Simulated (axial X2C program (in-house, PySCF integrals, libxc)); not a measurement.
## Spin–orbit effects along a row: molecules with Li (ions), HF

Calculated with an in-house relativistic program for diatomic molecules, spin-free (one-electron X2C) or two-component (2c: spin–orbit coupling with atomic mean-field Coulomb and Gaunt terms, which also bring small scalar terms), in Dyall basis sets with cores contracted in-house; open shells are unrestricted.

Basis sets: As dyall-cv3z, Br dyall-cv3z, Cr dyall-cv3z, Cu dyall-cv3z, Fe dyall-cv3z, Ga dyall-cv3z, Li dyall-cv3z, Mn dyall-cv3z, Ni dyall-cv3z, Sc dyall-cv3z, Se dyall-cv3z, V dyall-cv3z, Zn dyall-cv3z.

```tsv
molecule	spin-free state	Re (Å)	ωe (cm⁻¹)	De (eV)	2c state	Re 2c (Å)	ωe 2c (cm⁻¹)	De 2c (eV)
LiSc⁺	M_S = 1/2, Λ = 0	3.350	198.8	1.17	Ω = 1/2	3.347	199.4	n/a
LiV⁺	M_S = 5/2, Λ = 2	3.002	216.5	n/a	Ω = 1/2	3.002	216.4	n/a
LiCr⁺	M_S = 3, Λ = 0	3.046	210.0	0.99	Ω = 3	3.047	209.9	0.99
LiMn⁺	M_S = 5/2, Λ = 0	3.143	214.0	0.99	Ω = 5/2	3.143	213.9	0.99
LiFe⁺	M_S = 2, Λ = 0	2.984	220.1	0.86	Ω = 2	2.985	220.0	n/a
LiNi⁺	M_S = 1, Λ = 2	2.872	237.3	2.40	Ω = 3	2.873	237.3	n/a
LiCu⁺	M_S = 1/2, Λ = 0	2.884	210.2	n/a	Ω = 1/2	2.885	210.1	n/a
LiZn⁺	M_S = 0, Λ = 0	2.777	242.8	0.63	Ω = 0	2.778	242.7	0.63
LiGa⁺	M_S = 1/2, Λ = 0	3.085	203.2	1.21	Ω = 1/2	3.084	203.1	n/a
LiAs⁺	M_S = 3/2, Λ = 0	2.789	222.8	0.40	Ω = 3/2	2.788	223.3	0.40
LiSe⁺	M_S = 1, Λ = 0	2.603	315.1	0.86	Ω = 1	2.606	312.3	n/a
LiBr⁺	M_S = 1/2, Λ = 1	2.550	292.0	0.43	Ω = 3/2	2.551	292.1	0.42
```

Q: Work out the shifts from the spin-free to the two-component result.

A: 

```csv
molecule,2c state,ΔRe (Å),Δωe (cm⁻¹),ΔDe (eV)
LiSc⁺,Ω = 1/2,-0.003,0.6,n/a
LiV⁺,Ω = 1/2,0.000,-0.1,n/a
LiCr⁺,Ω = 3,0.001,-0.1,0.00
LiMn⁺,Ω = 5/2,0.000,-0.1,0.00
LiFe⁺,Ω = 2,0.001,-0.1,n/a
LiNi⁺,Ω = 3,0.001,0.0,n/a
LiCu⁺,Ω = 1/2,0.001,-0.1,n/a
LiZn⁺,Ω = 0,0.001,-0.1,0.00
LiGa⁺,Ω = 1/2,-0.001,-0.1,n/a
LiAs⁺,Ω = 3/2,-0.001,0.5,0.00
LiSe⁺,Ω = 1,0.003,-2.8,n/a
LiBr⁺,Ω = 3/2,0.001,0.1,-0.01
```

Shifts of one unit in the last digit are rounding.

Fragments in 2c: Sc + Li+, V + Li+, Cr + Li+, Mn + Li+, Fe + Li+, Ni + Li+, Cu + Li+, Zn + Li+, Ga + Li+, As + Li+, Se + Li+, Br + Li+. Each entry is the lowest single determinant of a limited PBE0 search at one distance. De goes to single-determinant-based atoms at the same level (for ions the charge split of lowest energy) and is withheld (n/a) where an atom does not fit its ground term or J level. Main or longest-lived isotopes. One determinant is a doubtful description, or other states lie close, for LiSc⁺, LiV⁺, LiCr⁺, LiMn⁺, LiFe⁺, LiNi⁺, LiAs⁺, LiSe⁺; these need not be ground states, and all values refer to the states named. Some open-shell Ω = 0 determinants are out of reach, so the Ω given for LiCr⁺, LiFe⁺, LiSe⁺ need not be the lowest component. With several unpaired electrons the Ω given is that of one determinant, not necessarily of the lowest component. Where the atoms have a lower orbital projection than the molecule, De at mean-field level may be about a tenth of an eV too small.
